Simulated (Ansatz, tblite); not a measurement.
Cost and result up the ladder for `OB(O)CCCCc1ccc(/N=N/c2ccccc2)cc1` (40 atoms). The state is a singlet with charge 0. Geometry: PBE-D4/def2-SVP.

```xyz
40

O     6.583   -1.921   -3.555
B     5.340   -1.881   -4.149
O     5.075   -2.395   -5.400
C     4.153   -1.230   -3.331
C     3.870   -1.969   -2.009
C     2.772   -1.344   -1.138
C     1.367   -1.372   -1.772
C     0.302   -0.848   -0.843
C    -0.028    0.528   -0.814
C    -0.974    1.030    0.078
C    -1.623    0.155    0.981
N    -2.594    0.551    1.922
N    -2.875    1.787    1.922
C    -3.846    2.176    2.874
C    -4.476    1.288    3.778
C    -5.422    1.777    4.682
C    -5.752    3.147    4.696
C    -5.128    4.030    3.800
C    -4.178    3.547    2.892
C    -1.302   -1.219    0.963
C    -0.351   -1.710    0.063
H     7.274   -2.347   -4.091
H     5.846   -2.793   -5.843
H     3.245   -1.195   -3.969
H     4.423   -0.174   -3.101
H     3.592   -3.026   -2.226
H     4.808   -2.021   -1.417
H     3.039   -0.292   -0.895
H     2.727   -1.878   -0.164
H     1.127   -2.418   -2.062
H     1.368   -0.775   -2.708
H     0.474    1.211   -1.520
H    -1.245    2.095    0.108
H    -4.193    0.227    3.738
H    -5.914    1.089    5.387
H    -6.498    3.525    5.412
H    -5.385    5.100    3.811
H    -3.667    4.207    2.175
H    -1.825   -1.878    1.672
H    -0.109   -2.785    0.055
```

Ansatz on 2 threads of AMD EPYC 7R13 on a shared host and a share (18 GiB) of an NVIDIA H100 80GB HBM3; xTB runs through tblite on one thread. Times are rough, summed over both states, and most runs start from the orbitals of an earlier one. PBE0-D4/def2-TZVP serves as the yardstick here, not as an exact answer. The other state is a doublet.

The xTB rows come from tblite. Single mean-field runs in def2-TZVP are fitted with def2-universal-jkfit. HOMO above LUMO, or a gap near zero within one spin, warns that the state may not be the lowest or that an electron is smeared out.

Raw xTB energies of ions are shifted by several eV.

```
                          level  functions  wall time  vertical IE (eV)  difference from PBE0-D4/def2-TZVP (eV)                                     remarks
                       GFN2-xTB        103     0.14 s             11.69                                    4.00                                           –
                       GFN1-xTB        122     0.29 s             12.96                                    5.28                                           –
               PBE-D4/def2-TZVP        765       26 s              7.43                                   -0.25  gap within one spin near zero (+1 doublet)
PBE0-D4/def2-TZVP (with forces)        765       31 s              7.68                                    0.00                                           –
ωB97X-V/def2-TZVP (with forces)        765       43 s              7.88                                    0.20  spin-contaminated (⟨S²⟩ 0.83) (+1 doublet)
```
